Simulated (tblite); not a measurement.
Compound: C4H10BClSi.
Numbering: `[BH2:1][Si@H:2]([Cl:3])[CH2:4][CH:5]1[CH2:6][CH2:7]1` (hydrogens: H8, H9 on B1; H10 on Si2; H11, H12 on C4; H13 on C5; H14, H15 on C6; H16, H17 on C7)

Computed with GFN2-xTB (tblite), gas phase: L-BFGS steps from a force-field or distance-geometry start until the largest atomic force falls under 0.01 eV/Å.

Step 20: E = -575.9401 eV
```
atom  x, y, z in Å  |  force x, y, z in eV/Å
B1      2.1414    1.4790    0.7174   -0.060  -0.088  -0.062
Si2     2.0203   -0.4045    0.1785   -0.065  -0.013  -0.039
Cl3     3.2233   -0.9065   -1.4253   -0.054   0.078   0.080
C4      0.2472   -0.9165   -0.4030    0.065   0.009  -0.030
C5     -0.9095   -0.2837    0.3361    0.045  -0.012  -0.030
C6     -2.2976   -0.5343   -0.1708   -0.047   0.041  -0.010
C7     -1.6906    0.8279   -0.3027    0.117   0.010   0.038
H8      1.8536    1.8027    1.8067    0.038  -0.016  -0.094
H9      2.4477    2.3256   -0.0319   -0.008  -0.037   0.066
H10     2.4194   -1.4346    1.1620   -0.033   0.077   0.027
H11     0.1376   -0.6851   -1.4648    0.033  -0.009  -0.016
H12     0.1689   -2.0063   -0.3251   -0.009   0.053   0.031
H13    -0.7909   -0.2393    1.4124    0.023  -0.010  -0.013
H14    -3.0965   -0.6643    0.5387   -0.082  -0.063   0.064
H15    -2.4065   -1.1234   -1.0672   -0.024  -0.042  -0.025
H16    -1.4010    1.1523   -1.2910    0.037   0.029   0.017
H17    -2.0737    1.6228    0.3200    0.024  -0.004  -0.004
```

Step 21: E = -575.9430 eV
```
atom  x, y, z in Å  |  force x, y, z in eV/Å
B1      2.1362    1.4784    0.7151   -0.033  -0.034  -0.036
Si2     2.0174   -0.4034    0.1760   -0.072  -0.007   0.007
Cl3     3.2223   -0.9015   -1.4223   -0.029   0.062   0.052
C4      0.2478   -0.9178   -0.4074    0.005  -0.024  -0.019
C5     -0.9103   -0.2914    0.3371    0.048   0.028  -0.047
C6     -2.3014   -0.5305   -0.1714    0.000  -0.033   0.027
C7     -1.6849    0.8253   -0.3023    0.113   0.039   0.061
H8      1.8560    1.8053    1.8060    0.026  -0.034  -0.103
H9      2.4490    2.3266   -0.0299   -0.016  -0.045   0.054
H10     2.4161   -1.4253    1.1696   -0.036   0.075   0.006
H11     0.1356   -0.6843   -1.4695    0.034  -0.013   0.018
H12     0.1722   -2.0080   -0.3314   -0.006   0.048   0.022
H13    -0.7910   -0.2516    1.4155    0.015  -0.007  -0.086
H14    -3.0951   -0.6588    0.5435   -0.108  -0.050   0.066
H15    -2.4187   -1.1213   -1.0650   -0.013  -0.044  -0.045
H16    -1.3919    1.1468   -1.2902    0.043   0.031   0.007
H17    -2.0663    1.6235    0.3166    0.027   0.009   0.015
```

Task: Estimate the geometry and energy of step 22. (The exact step hangs on the optimiser's Hessian estimate; all steps are aligned on step 21, rigid shifts and turns removed.)

Result: E = -575.9455 eV, largest force 0.125 eV/Å
```
atom  x, y, z in Å  |  force x, y, z in eV/Å
B1      2.1309    1.4764    0.7121   -0.008   0.015  -0.014
Si2     2.0134   -0.4029    0.1738   -0.060   0.003   0.046
Cl3     3.2208   -0.8956   -1.4188    0.000   0.042   0.020
C4      0.2485   -0.9189   -0.4115   -0.051  -0.044  -0.007
C5     -0.9100   -0.2973    0.3371    0.024   0.044  -0.053
C6     -2.3047   -0.5277   -0.1714    0.044  -0.075   0.053
C7     -1.6780    0.8239   -0.3010    0.058   0.037   0.056
H8      1.8586    1.8066    1.8033    0.008  -0.045  -0.081
H9      2.4499    2.3262   -0.0273   -0.016  -0.039   0.023
H10     2.4125   -1.4156    1.1768   -0.036   0.062  -0.005
H11     0.1346   -0.6840   -1.4734    0.031  -0.015   0.031
H12     0.1747   -2.0085   -0.3358   -0.005   0.018   0.011
H13    -0.7906   -0.2621    1.4167    0.015  -0.005  -0.124
H14    -3.0954   -0.6556    0.5488   -0.083  -0.026   0.033
H15    -2.4289   -1.1201   -1.0639   -0.001  -0.022  -0.030
H16    -1.3833    1.1430   -1.2893    0.045   0.029   0.007
H17    -2.0599    1.6242    0.3140    0.036   0.021   0.035
```

The energy changes by -0.0025 eV. The first-order estimate −F·Δx gives -0.0036 eV and the mean of the old and new forces, exact on a quadratic surface, -0.0026 eV. The step makes an angle of 68° with the force vector and moves no atom by more than 0.013 Å.

The cost below is that of the whole relaxation. On Arm Neoverse V2, one thread (shared host), this took 0.93 s of wall time.
